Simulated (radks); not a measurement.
The numbers below are computed, except where a source is named.
Problem. Hf VII, 66 electrons, occupied as [Kr] 4d10 4f13 5s2 5p5. Level of theory: scalar-relativistic Kohn-Sham, BLYP, spin-unpolarised, spherical densities, finite nucleus; Fermi nuclear charge, rms radius 5.347 fm (a radial shooting solver on a logarithmic mesh with Libxc functionals). Some entries of the table are withheld. Estimate them.

orbital,occ.,eigenvalue (eV),<1/r> (bohr^-1),<r^2> (bohr^2)
1s,2,-65358.56,83.78,0.0004951
2s,2,(1),19.56,0.007642
2p,6,-9891.363,17.85,0.006283
3s,2,-2630.104,7.238,(2)
3p,6,-2224.055,6.712,0.05041
3d,10,-1742.743,6.350,0.04186
4s,2,-598.0078,3.071,0.2470
4p,6,-464.5392,2.798,0.2806
4d,10,(3),2.485,0.3290
5s,2,-145.1760,1.224,1.328
5p,5,-110.8396,1.058,1.723
4f,13,-100.6834,1.983,0.5060

Solution. 
(1) 2s eigenvalue (eV): -11250.04
(2) 3s <r^2> (bohr^2): 0.04978
(3) 4d eigenvalue (eV): -291.8652
